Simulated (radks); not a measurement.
Values are calculated unless marked as measured or tabulated.
All-electron atom: Sm VI in [Kr] 4d10 4f(5/2: 4, 7/2: 0) 5s2 5p(1/2: 2, 3/2: 3) (not the ground configuration). Level of theory: Dirac Kohn-Sham, BLYP, spin-unpolarised, spherical densities, finite nucleus; Fermi nuclear charge, rms radius 5.0819 fm (a radial shooting solver on a logarithmic mesh with Libxc functionals). Some entries of the table are withheld. Estimate them.

| orbital | occ. | eigenvalue (hartree) | <1/r> (bohr^-1) | <r> (bohr) |
|---|---|---|---|---|
| 1s1/2 | 2 | -1716.181 | 68.81 | 0.02274 |
| 2s1/2 | 2 | -282.4356 | 16.35 | 0.09650 |
| 2p1/2 | 2 | -267.8677 | 16.34 | (1) |
| 2p3/2 | 4 | -245.7085 | 14.56 | (2) |
| 3s1/2 | 2 | -63.89609 | 5.943 | 0.2546 |
| 3p1/2 | 2 | -57.62203 | 5.858 | 0.2442 |
| 3p3/2 | 4 | -53.13703 | 5.411 | 0.2570 |
| 3d3/2 | 4 | -42.24236 | 5.285 | 0.2287 |
| 3d5/2 | 6 | -41.26858 | 5.173 | 0.2326 |
| 4s1/2 | 2 | -14.70418 | 2.487 | 0.5771 |
| 4p1/2 | 2 | -12.29299 | 2.383 | 0.5905 |
| 4p3/2 | 4 | -11.29559 | 2.233 | 0.6188 |
| 4d3/2 | 4 | (3) | 2.021 | (4) |
| 4d5/2 | 6 | (5) | 1.984 | (6) |
| 5s1/2 | 2 | -3.72802 | 1.010 | (7) |
| 5p1/2 | 2 | -3.01109 | 0.9170 | 1.445 |
| 5p3/2 | 3 | -2.84175 | 0.8684 | 1.512 |
| 4f5/2 | 4 | -2.48469 | 1.524 | (8) |
| 4f7/2 | 0 | -2.46004 | 1.511 | (9) |

Answer. 
(1) 2p1/2 <r> (bohr): 0.08073
(2) 2p3/2 <r> (bohr): 0.08735
(3) 4d3/2 eigenvalue (hartree): -7.31789
(4) 4d3/2 <r> (bohr): 0.6571
(5) 4d5/2 eigenvalue (hartree): -7.13755
(6) 4d5/2 <r> (bohr): 0.6669
(7) 5s1/2 <r> (bohr): 1.326
(8) 4f5/2 <r> (bohr): 0.8292
(9) 4f7/2 <r> (bohr): 0.8362
